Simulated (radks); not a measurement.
Results of a calculation; reference values are marked as such.
The nuclear charge of the gallium ion Ga2+ is varied continuously with 29 electrons held in [Ar] 3d10 4s1. Code: a radial shooting solver on a logarithmic mesh with Libxc functionals. Model: scalar-relativistic Kohn-Sham, PBEsol, spin-polarised, spherical densities, finite nucleus; open shells are filled with parallel spins first; Fermi nuclear charge, rms radius 3.9973 fm. By the Hellmann-Feynman theorem dE/dZ = E(electron-nucleus)/Z, the electronic potential at the nucleus (averaged over a nucleus of fixed radius). The scalar-relativistic energy here is not variational (the density holds large components alone), so the two differ by a part that grows with Z.

Z,E (hartree),E(electron-nucleus)/Z (hartree),HOMO,e(HOMO) (eV),<r> HOMO (bohr)
30,-1794.24041,-143.840,4s,-14.557,2.378
30.1,-1808.67277,-144.487,4s,-15.664,2.340
30.2,-1823.16996,-145.133,4s,-16.796,2.304
30.3,-1837.73194,-145.779,4s,-17.953,2.270
30.4,-1852.35868,-146.424,4s,-19.135,2.237
30.5,-1867.05016,-147.070,4s,-20.341,2.205
30.6,-1881.80635,-147.715,4s,-21.572,2.174
30.7,-1896.62722,-148.360,4s,-22.826,2.145
30.8,-1911.51276,-149.004,4s,-24.104,2.117
30.9,-1926.46295,-149.649,4s,-25.406,2.089
31,-1941.47777,-150.293,4s,-26.730,2.063
31.1,-1956.55721,-150.937,4s,-28.077,2.038
31.2,-1971.70125,-151.581,4s,-29.447,2.013
31.3,-1986.90989,-152.225,4s,-30.839,1.989
31.4,-2002.18312,-152.868,4s,-32.253,1.966
31.5,-2017.52093,-153.512,4s,-33.690,1.943
31.6,-2032.92330,-154.155,4s,-35.148,1.921
31.7,-2048.39024,-154.799,4s,-36.628,1.900
31.8,-2063.92175,-155.442,4s,-38.130,1.880
31.9,-2079.51782,-156.086,4s,-39.653,1.860
32,-2095.17844,-156.729,4s,-41.197,1.840

The central difference of E at Z = 31 is -150.471 hartree, to compare with the third column; the second derivative is -6.46 hartree.
